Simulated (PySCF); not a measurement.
Molecule: SMILES S([SiH2]O)[SiH3], H$_{6}$OSSi$_{2}$.

Numbering as in the mapped SMILES `[OH:1][SiH2:2][S:3][SiH3:4]`. Each H is labelled by its parent atom.

Geometry PBE0-D3(BJ)/def2-SVP throughout; GIAO in PySCF, gas phase, one conformer, non-relativistic; equivalent atoms averaged; basis pcSseg-2.

For orientation, B3LYP gives these shifts δ (against H2O, TMS, CS2 at the same level): O1 34.2, Si2 -12.1, Si4 -63.0, S3 -263.8, H(Si2) 5.51, H(Si4) 4.58, H(O1) 1.16 ppm.

A run gave: O1 15.7, Si2 -18.2, Si4 -55.7, S3 -304.7, H(Si2) 4.91, H(Si4) 4.28, H(O1) 1.79 ppm (shifts δ (against H2O, TMS, CS2 at the same level)).

**Question.** Which functional was used in that run?
A. mPW1PW91
B. PBE
C. KT3
D. HF

**Answer.** D. S3 tells them apart best: HF gives -304.7, PBE gives -257.3, mPW1PW91 gives -279.4, KT3 gives -245.2 ppm.
